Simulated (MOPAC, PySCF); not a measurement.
C₉H₁₀BNSi, SMILES `c1([SiH3])c(cc2cccnc2c1)B`, neutral singlet in the gas phase. 

Cartesian coordinates (Å):
```xyz
22

B     -2.1643     2.1982    -0.0945
C     -1.1127     1.0699    -0.0381
C      0.2388     1.3988    -0.2260
C      1.2699     0.4224    -0.1927
C      2.6485     0.7253    -0.3809
C      3.5753    -0.3024    -0.3299
C      3.1107    -1.6277    -0.0898
N      1.8392    -1.9549     0.0910
C      0.9123    -0.9540     0.0436
C     -0.4647    -1.2853     0.2358
C     -1.4636    -0.3191     0.1998
Si    -3.2628    -0.8636     0.4663
H     -1.8122     3.3463    -0.2949
H     -3.3495     1.9645     0.0575
H      0.5152     2.4509    -0.4067
H      2.9549     1.7676    -0.5635
H      4.6500    -0.1142    -0.4700
H      3.8419    -2.4563    -0.0471
H     -0.6868    -2.3490     0.4132
H     -3.8724    -0.2049     1.6731
H     -3.2467    -2.3525     0.6847
H     -4.1209    -0.5602    -0.7309
```
Charge 0, spin multiplicity 1.

All levels are single points at this geometry (PBE-D3(BJ)/def2-SVP); Pople sets use spherical d functions. Orbital energies aren't observables, and empty levels follow the basis.

| level | HOMO (eV) | LUMO (eV) | gap (eV) | dipole (D) | vertical IE, Delta-SCF (eV) |
|---|---|---|---|---|---|
| PBE-D3(BJ)/def2-TZVP in PySCF | -6.25 | -3.38 | 2.87 | 3.13 | 8.55 |
| B3LYP/3-21G in PySCF | -6.79 | -2.44 | 4.35 | 3.03 | – |
| B3LYP/6-311+G** in PySCF | -6.97 | -2.71 | 4.26 | 3.03 | – |
| B3LYP/6-31G* in PySCF | -6.68 | -2.36 | 4.32 | 3.12 | 8.41 |
| B3LYP/LANL2DZ in PySCF | -6.89 | -2.60 | 4.29 | 3.03 | – |
| HF/3-21G in PySCF | -8.73 | 1.09 | 9.81 | 3.25 | – |
| HF/STO-3G in PySCF | -6.60 | 4.33 | 10.94 | 1.73 | – |
| AM1 in MOPAC | -9.15 | -0.75 | 8.40 | 1.89 | – |
| PM3 in MOPAC | -9.13 | -1.15 | 7.98 | 1.78 | – |
